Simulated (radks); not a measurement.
Species: Zr4+. Configuration: [Ar] 3d10 4p6 4d2 (not the ground configuration).

All-electron calculation, scalar-relativistic Kohn-Sham, LDA (Slater exchange, Perdew-Wang correlation), spin-unpolarised, spherical densities, finite nucleus; Fermi nuclear charge, rms radius 4.2694 fm. Program: a radial shooting solver on a logarithmic mesh with Libxc functionals.

Energy parts (hartree):
| part | energy |
|---|---|
| total | -3587.58212 |
| kinetic | 3687.64863 |
| electron-nucleus | -8577.11398 |
| Hartree | 1410.15639 |
| exchange-correlation | -108.27316 |

Orbitals (lengths in bohr, moments of r in powers of bohr):
| orbital | occ. | eigenvalue (hartree) | <r^2> |
|---|---|---|---|
| 1s | 2 | -656.0569 | 0.001857 |
| 2s | 2 | -92.57539 | 0.03124 |
| 2p | 6 | -82.83293 | 0.02458 |
| 3s | 2 | -16.73408 | 0.2415 |
| 3p | 6 | -13.55811 | 0.2488 |
| 3d | 10 | -8.32636 | 0.2460 |
| 4p | 6 | -2.85136 | 1.883 |
| 4d | 2 | -1.61645 | 3.089 |

The highest occupied level is 4d at -43.986 eV. Summed over all electrons, <r^2> = 22.12 bohr^2, which gives a Langevin (diamagnetic) susceptibility term of -17.5 x 10^-6 cm^3/mol.
